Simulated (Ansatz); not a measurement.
`CC(F)C[SiH3]` + H₂ → `CC(C)F` + SiH₄  (hydrogenolysis of a C–Si bond)

Computed with Ansatz on PBE0-D4/def2-TZVP structures; ΔE is electronic, products minus reactants. CCSD(T)/CBS adds triple-zeta CCSD(T) − MP2 to the extrapolated MP2 energy (def2 sets, frozen cores). This one scheme is used for every species. DFT in def2-TZVPP. One conformer a species, not always the lowest.

```tsv
level	ΔE (kJ/mol)	difference from CCSD(T)/CBS
revPBE-D4	-23.4	6.5
r2SCAN-D4	-29.1	0.8
B97M-V	-35.9	-6.0
r2SCANh-D4	-30.2	-0.3
r2SCAN0-D4	-31.9	-2.0
CAM-B3LYP-D4	-36.6	-6.7
ωB97X-V	-32.9	-3.0
PBE	-35.0	-5.1
LC-ωPBE	-36.9	-7.0
RPA@PBE/def2-TZVPP	-34.1	-4.2
HF/def2-SVP	-61.1	-31.2
MP2/def2-SVP	-34.9	-5.0
CCSD/def2-TZVPP	-37.6	-7.7
MP2/def2-QZVPP	-25.4	4.5
HF/CBS(def2)	-58.2	-28.3
CCSD/CBS(def2)	-34.7	-4.8
CCSD(T)/CBS	-29.9	0
```

Largest T1 diagnostic among the species: 0.011.

From r2SCAN to r2SCAN0 (25 % exact exchange), in def2-TZVPP and without D4, ΔE moves by −3.2 kJ/mol. At CCSD(T), def2-SVP lies −10.9 kJ/mol from the extrapolated value and def2-TZVPP −2.8 kJ/mol.

CCSD(T)/CBS has its own doubt, a few kJ/mol and more with outer-core shells, so smaller differences from it don't rank the levels.
